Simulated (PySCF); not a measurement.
## What settings do to a single point of [Sm(NH3)3]3+

The sound run of [Sm(NH3)3]3+ (singlet in the valence; each metal's 4f electrons, 5 of them, lie in its core potential, out of spins and levels) uses PySCF 2.14.0, RKS TPSS, Sm lcecp-1-SVP with ECP51, N def2-SVP, H def2-SVP; non-relativistic Hamiltonian with scalar-relativistic core potentials where named; density fitting; no spin-orbit coupling, grid (50, 194), threshold 1e-8 Eh and 55 cycles, at the relaxed geometry:

```xyz
13

Sm    0.0000    0.0000    0.7974
N     2.3517   -0.0006    0.0195
H     3.0510   -0.2710    0.7463
H     2.5774   -0.6442   -0.7698
H     2.7126    0.9179   -0.3177
N    -1.1753    2.0369    0.0195
H    -1.2908    2.7777    0.7463
H    -0.7308    2.5542   -0.7698
H    -2.1512    1.8902   -0.3177
N    -1.1764   -2.0363    0.0195
H    -1.7602   -2.5067    0.7463
H    -1.8466   -1.9100   -0.7698
H    -0.5614   -2.8081   -0.3177
```

There Sm1 has a Mulliken charge of 1.81 e and the dipole about the centre of mass is 2.55 D. Each run below changes one thing and starts from free metal ions and neutral atoms unless it says otherwise; with 55 cycles, smearing, a level shift and second-order steps follow where DIIS fails, and their cycles count. Energy shifts count from the sound run. On f atoms grids over 110 angular points are at least (60, 302).

```csv
change,outcome,cycles,energy shift (eV),largest force component (eV/Å),charge on Sm1 (e),dipole about the centre of mass (D)
start from a density of up to 30 smeared cycles (not counted),converged,6,0.0000,0.01,1.81,2.55
"H11 put 1.1 Å from Sm1, limit 90 cycles",converged,14,16.92,37.21,1.58,4.22
"grid (30, 86)",converged,10,0.0359,0.05,1.81,2.54
```

Problem. How does the run with this change end: threshold 0.0001?

Solution. outcome converged, cycles 7, energy shift (eV) 0.0000, largest force component (eV/Å) 0.01, charge on Sm1 (e) 1.81, dipole about the centre of mass (D) 2.55.

Unsound on purpose, so not properties of the compound: H11 put 1.1 Å from Sm1, limit 90 cycles.

Forces carry noise of the integration grid, about 0.01 to 0.03 eV/Å.

No frequency check is given that shows the relaxed geometry to be a minimum. An lcecp potential fixes the number of 4f electrons, so in runs with it no electron can move into or out of that shell.
